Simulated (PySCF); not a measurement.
PySCF 2.14 output of an unrestricted r2SCAN calculation on a single atom or ion in cc-pVDZ-DK (6s5p3d1f, 43 functions), with scalar relativity by spin-free X2C-1e:

```
SCF conv_tol = 1e-09
number electrons alpha = 12  beta = 9
    J. W. Furness, A. D. Kaplan, J. Ning, J. P. Perdew, and J. Sun.,  J. Phys. Chem. Lett. 11, 8208-8215 (2020)
    J. W. Furness, A. D. Kaplan, J. Ning, J. P. Perdew, and J. Sun.,  J. Phys. Chem. Lett. 11, 9248-9248 (2020)
    J. W. Furness, A. D. Kaplan, J. Ning, J. P. Perdew, and J. Sun.,  J. Phys. Chem. Lett. 11, 8208-8215 (2020)
    J. W. Furness, A. D. Kaplan, J. Ning, J. P. Perdew, and J. Sun.,  J. Phys. Chem. Lett. 11, 9248-9248 (2020)
cycle= 1 E= -853.429377010049  delta_E= -0.00366  |g|= 0.00959  |ddm|= 0.58
cycle= 2 E= -853.429424803987  delta_E= -4.78e-05  |g|= 0.00551  |ddm|= 0.0652
cycle= 3 E= -853.42944327679  delta_E= -1.85e-05  |g|= 0.000345  |ddm|= 0.0196
cycle= 4 E= -853.429443416616  delta_E= -1.4e-07  |g|= 1.42e-05  |ddm|= 0.00354
cycle= 5 E= -853.429443417125  delta_E= -5.09e-10  |g|= 4.68e-07  |ddm|= 0.000332
converged SCF energy = -853.429443417125  <S^2> = 3.7508375  2S+1 = 4.0004187
```

The run itself started from symmetry-adapted Hartree-Fock orbitals and held the occupation by maximum overlap, on a logarithmic radial grid, so the iterations belong to that start.

Q: Which element, charge and spin multiplicity is this?

A: Ti⁺ (titanium, charge +1), multiplicity 4; the state was [Ar] 3d2 4s1, high-spin 4F determinant.
